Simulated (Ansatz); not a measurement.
Program: Ansatz. Geometries: PBE0-D4/def2-TZVP. ΔE: electronic, gas phase. CCSD(T)/CBS is the MP2 limit (def2-TZVPP, def2-QZVPP) plus CCSD(T) − MP2 in def2-TZVPP, frozen cores. DFT in def2-TZVPP. B3LYP here is the variant with VWN-RPA as its local correlation; programs differ in this. For Ge outer-core shells are correlated without core-valence functions, which leaves a few kJ/mol of doubt a bond. Scalar relativity is left out up to krypton. Each species was taken in one conformer, which may not be the lowest.

`C[O][Ge]([CH3])([NH2])[F]` + `[SiH3][O][Ge][Cl]` → `C[O][Ge]([CH3])([NH2])[Cl]` + `[F][Ge][O][SiH3]`  (redistribution)

`C[O][Ge]([CH3])([NH2])[F]`:

Z-matrix (Å, degrees):
```
C
O 1 1.410
H 1 1.098 2 112.0
H 1 1.092 2 107.8 3 -118.6
H 1 1.095 2 112.0 3 122.1
Ge 2 1.761 1 120.1 3 -65.7
N 6 1.806 2 103.6 1 -168.2
C 6 1.927 2 115.5 1 65.8
F 6 1.753 2 104.9 1 -50.0
H 7 1.009 6 116.0 2 172.7
H 7 1.010 6 114.2 2 43.4
H 8 1.090 6 109.9 2 59.1
H 8 1.090 6 109.8 2 -61.4
H 8 1.091 6 109.8 2 179.2
```

`[SiH3][O][Ge][Cl]`:

Cartesian coordinates in Å:
```
Si 0.461 0.612 -0.517
O 0.391 -1.019 -0.242
Ge -0.516 -2.152 0.767
Cl -1.823 -0.721 1.829
H 1.510 0.839 -1.541
H -0.843 1.108 -1.024
H 0.820 1.333 0.729
```

`C[O][Ge]([CH3])([NH2])[Cl]`:

Cartesian coordinates in Å:
```
C -0.375 1.390 1.697
O -0.639 0.094 1.212
Ge 0.257 -0.552 -0.162
C -0.051 0.374 -1.828
N -0.265 -2.286 -0.199
Cl 2.373 -0.298 0.314
H -1.007 1.552 2.573
H 0.672 1.510 1.996
H -0.616 2.163 0.956
H -1.112 0.330 -2.075
H 0.528 -0.096 -2.623
H 0.264 1.414 -1.737
H 0.250 -2.875 -0.839
H -0.278 -2.719 0.714
```

`[F][Ge][O][SiH3]`:

Cartesian coordinates in Å:
```
F -0.102 -1.566 1.853
Ge -0.346 0.124 2.296
O -0.185 0.817 0.678
Si 0.096 0.268 -0.856
H 0.099 1.445 -1.760
H 1.413 -0.414 -0.932
H -0.974 -0.672 -1.277
```

| level | ΔE (kJ/mol) | difference from CCSD(T)/CBS |
| --- | --- | --- |
| r2SCAN-D4 | -3.0 | -0.7 |
| B3LYP-D4 | -2.2 | 0.1 |
| ωB97M-V | -4.8 | -2.5 |
| B2PLYP | -2.8 | -0.5 |
| PBE | -2.9 | -0.6 |
| r2SCAN | -2.6 | -0.3 |
| PBE0 | -1.7 | 0.6 |
| HF/def2-TZVPP | 1.7 | 4.0 |
| CCSD(T)/def2-TZVPP | -3.4 | -1.1 |
| MP2/def2-QZVPP | -5.2 | -2.9 |
| CCSD(T)/CBS | -2.3 | 0 |

Largest T1 diagnostic among the species: 0.015.

In def2-TZVPP, CCSD(T) changes the Hartree–Fock value by −5.1 kJ/mol (the triples alone add −0.6 kJ/mol) and MP2 by −7.5 kJ/mol.
